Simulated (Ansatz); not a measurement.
Ansatz (an electronic-structure program) input for B(Me)2(vinyl) (C4H9B), SMILES B(C=C)(C)C, PBE-D3(BJ)/def2-SVP. 

Ansatz 0.2 input:
```yaml
crystal:
  periodic: [false, false, false]
  atoms:
    - {symbol: B, position_ang: [0.22412103, 0.36074183, 0.15849321]}
    - {symbol: C, position_ang: [1.40386916, 1.38102056, -0.07728213]}
    - {symbol: H, position_ang: [2.34789954, 0.82760396, 0.10467416]}
    - {symbol: H, position_ang: [1.40736314, 2.25313147, 0.59485916]}
    - {symbol: H, position_ang: [1.46659299, 1.72728185, -1.12323049]}
    - {symbol: C, position_ang: [-0.61238889, 0.44119017, 1.49140946]}
    - {symbol: H, position_ang: [-1.32490121, -0.37633444, 1.67589750]}
    - {symbol: H, position_ang: [-1.18380290, 1.38951389, 1.47730159]}
    - {symbol: H, position_ang: [0.05892829, 0.52627506, 2.36465942]}
    - {symbol: C, position_ang: [-0.05566979, -0.71221025, -0.94635877]}
    - {symbol: C, position_ang: [-1.00452370, -1.66163928, -0.86413287]}
    - {symbol: H, position_ang: [0.55403503, -0.70044324, -1.86135278]}
    - {symbol: H, position_ang: [-1.17776173, -2.39611802, -1.65920921]}
    - {symbol: H, position_ang: [-1.65667893, -1.74478697, 0.01212043]}
basis:
  gaussian:
    orbitals: def2-SVP
hamiltonian:
  xc: pbe
  dispersion: d3bj
relax: {f_tol: 0.002, max_steps: 200}
```

It prints:

```
WARN ansatz: RAYON_NUM_THREADS=1 ignored (pool sized by the plan → 1); use --threads N
Functional definition: PBE
integrals: 0.05 GiB planned
1308 factors; their error is unknown
mean field: 0.33 GiB planned
mean field evaluation 1: about -4944.2338 eV, gradient 7.8e1 eV
mean field evaluation 2: about -4928.2776 eV, gradient 1.0e2 eV
mean field evaluation 4: about -4959.4487 eV, gradient 1.4e1 eV
mean field evaluation 8: about -4959.9810 eV, gradient 3.2e-1 eV
mean field evaluation 16: about -4959.9332 eV, gradient 1.3e-3 eV
mean field -4959.93321850 eV, -182.2741838163 hartree, gradient 6.3e-5 eV, S^2 0.000000; 0 other end points of the search recorded, 0 dependent functions left out
the calculation of the forces begins
reference -4959.93325269 eV, -182.2741850728 hartree; 19, 19 occupied and 96, 96 virtual orbitals, 1308 factors
relax step   1: F+E_penalty+E_count = -4960.20169632 eV  Δ(F+E_penalty+E_count) = +0.000e0 eV  max|allowed force component| = 2.614e-1 eV/Å  Δτ_max = 0.0000 Å  (28 SCF iters, accepted)
these checks for a lower state are left out or cut short: starts, cluster_reference, orbital_swaps, neighbouring_geometries, increment
integrals: 0.05 GiB planned
1308 factors; their error is unknown
mean field: 0.33 GiB planned
mean field -4959.94438868 eV, -182.2745943129 hartree, gradient 1.8e-5 eV, S^2 0.000000; 0 other end points of the search recorded, 0 dependent functions left out
the calculation of the forces begins
reference -4959.94442293 eV, -182.2745955716 hartree; 19, 19 occupied and 96, 96 virtual orbitals, 1308 factors
relax step   2: F+E_penalty+E_count = -4960.21220834 eV  Δ(F+E_penalty+E_count) = -1.051e-2 eV  max|allowed force component| = 7.108e-2 eV/Å  Δτ_max = 0.0115 Å  (32 SCF iters, accepted)
these checks for a lower state are left out or cut short: starts, cluster_reference, orbital_swaps, neighbouring_geometries, increment
integrals: 0.05 GiB planned
1308 factors; their error is unknown
mean field: 0.33 GiB planned
mean field evaluation 32: about -4959.9455 eV, gradient 2.6e-5 eV
mean field -4959.94550595 eV, -182.2746353717 hartree, gradient 2.6e-5 eV, S^2 0.000000; 0 other end points of the search recorded, 0 dependent functions left out
the calculation of the forces begins
reference -4959.94554021 eV, -182.2746366310 hartree; 19, 19 occupied and 96, 96 virtual orbitals, 1308 factors
relax step   3: F+E_penalty+E_count = -4960.21305295 eV  Δ(F+E_penalty+E_count) = -8.446e-4 eV  max|allowed force component| = 9.343e-3 eV/Å  Δτ_max = 0.0046 Å  (23 SCF iters, accepted)
these checks for a lower state are left out or cut short: starts, cluster_reference, orbital_swaps, neighbouring_geometries, increment
integrals: 0.05 GiB planned
1308 factors; their error is unknown
mean field: 0.33 GiB planned
mean field -4959.94548008 eV, -182.2746344211 hartree, gradient 1.7e-5 eV, S^2 0.000000; 0 other end points of the search recorded, 0 dependent functions left out
the calculation of the forces begins
reference -4959.94551434 eV, -182.2746356803 hartree; 19, 19 occupied and 96, 96 virtual orbitals, 1308 factors
relax step   4: F+E_penalty+E_count = -4960.21303174 eV  Δ(F+E_penalty+E_count) = +2.121e-5 eV  max|allowed force component| = 1.689e-2 eV/Å  Δτ_max = 0.0023 Å  (23 SCF iters, rejected (line search))
these checks for a lower state are left out or cut short: starts, cluster_reference, orbital_swaps, neighbouring_geometries, increment
integrals: 0.05 GiB planned
1308 factors; their error is unknown
mean field: 0.33 GiB planned
mean field -4959.94550580 eV, -182.2746353663 hartree, gradient 1.3e-5 eV, S^2 0.000000; 0 other end points of the search recorded, 0 dependent functions left out
the calculation of the forces begins
reference -4959.94554006 eV, -182.2746366255 hartree; 19, 19 occupied and 96, 96 virtual orbitals, 1308 factors
relax step   5: F+E_penalty+E_count = -4960.21306273 eV  Δ(F+E_penalty+E_count) = -9.782e-6 eV  max|allowed force component| = 8.633e-4 eV/Å  Δτ_max = 0.0010 Å  (21 SCF iters, accepted)
integrals: 0.05 GiB planned
1308 factors; their error is unknown
mean field: 0.33 GiB planned
mean field evaluation 64: about -4959.9455 eV, gradient 6.5e-5 eV
mean field -4959.94550580 eV, -182.2746353663 hartree, gradient 1.3e-5 eV, S^2 0.000000; 1 other end points of the search recorded, 0 dependent functions left out
the calculation of the forces begins
reference -4959.94554006 eV, -182.2746366255 hartree; 19, 19 occupied and 96, 96 virtual orbitals, 1308 factors
Total energy: -4960.21309700 eV, -182.2844691615 hartree
Atom 0 at     0.225088     0.363767     0.159109 Å, force    -0.000713     0.000461    -0.000467 eV/Å
Atom 1 at     1.405160     1.386974    -0.076922 Å, force    -0.000308     0.000320    -0.000146 eV/Å
Atom 2 at     2.354029     0.826023     0.101214 Å, force     0.000254     0.000138     0.000425 eV/Å
Atom 3 at     1.417200     2.263344     0.601069 Å, force     0.000774    -0.000206     0.000381 eV/Å
Atom 4 at     1.472703     1.734187    -1.129812 Å, force    -0.000605    -0.000346    -0.000152 eV/Å
Atom 5 at    -0.614781     0.439409     1.492812 Å, force     0.000026     0.000290    -0.000005 eV/Å
Atom 6 at    -1.334963    -0.381453     1.677849 Å, force    -0.000020    -0.000194     0.000080 eV/Å
Atom 7 at    -1.187128     1.395608     1.481576 Å, force     0.000245    -0.000197    -0.000257 eV/Å
Atom 8 at     0.057701     0.526932     2.373975 Å, force    -0.000228    -0.000148     0.000160 eV/Å
Atom 9 at    -0.053536    -0.711922    -0.949488 Å, force    -0.000005    -0.000577    -0.000794 eV/Å
Atom 10 at    -1.007251    -1.668268    -0.865788 Å, force     0.000065     0.000863     0.000099 eV/Å
Atom 11 at     0.558980    -0.700043    -1.872587 Å, force     0.000461    -0.000085     0.000122 eV/Å
Atom 12 at    -1.184280    -2.409592    -1.664971 Å, force    -0.000248     0.000173     0.000234 eV/Å
Atom 13 at    -1.661840    -1.749739     0.019813 Å, force     0.000303    -0.000491     0.000321 eV/Å
Dipole moment:    -0.022790    -0.054974    -0.018710 e Å
```

The calculation finished and met its thresholds.

Cost: very roughly 12 core-seconds.
